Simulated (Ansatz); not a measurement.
Reaction (substitution at a C–O bond): `[SiH3]OCS[SiH3]` + CH₃OH → `COCS[SiH3]` + silanol

Computed with Ansatz on PBE0-D4/def2-TZVP structures; ΔE is electronic, products minus reactants. CCSD(T)/CBS adds triple-zeta CCSD(T) − MP2 to the extrapolated MP2 energy (def2 sets, frozen cores). This one scheme is used for every species. Functionals use def2-TZVPP. B3LYP here is the variant with VWN-RPA as its local correlation; programs differ in this. One conformer a species, not always the lowest.

(1) Is it downhill or uphill in electronic energy at CCSD(T)/CBS, and by how much? (Best estimate.)

(2) What do these levels give: r2SCAN-D4, B3LYP-D4, B2PLYP, PBE, PBE0, HF/def2-TZVPP, SCS-MP2/def2-TZVPP, CCSD/def2-TZVPP, HF/def2-QZVPP, MP2/def2-QZVPP, SCS-MP2/def2-QZVPP, HF/CBS(def2)? (An estimate is asked.)

Largest T1 diagnostic among the species: 0.012.

## Answers

(1) Computed: Downhill: ΔE = -26.6 kJ/mol.

(2) Ansatz gave: r2SCAN-D4 -29.9, B3LYP-D4 -24.7, B2PLYP -26.9, PBE -28.2, PBE0 -26.9, HF/def2-TZVPP -21.1, SCS-MP2/def2-TZVPP -27.1, CCSD/def2-TZVPP -25.6, HF/def2-QZVPP -20.2, MP2/def2-QZVPP -28.9, SCS-MP2/def2-QZVPP -26.4, HF/CBS(def2) -20.1 kJ/mol.

In def2-TZVPP, CCSD(T) changes the Hartree–Fock value by −6.1 kJ/mol (the triples alone add −1.6 kJ/mol) and MP2 by −8.5 kJ/mol.
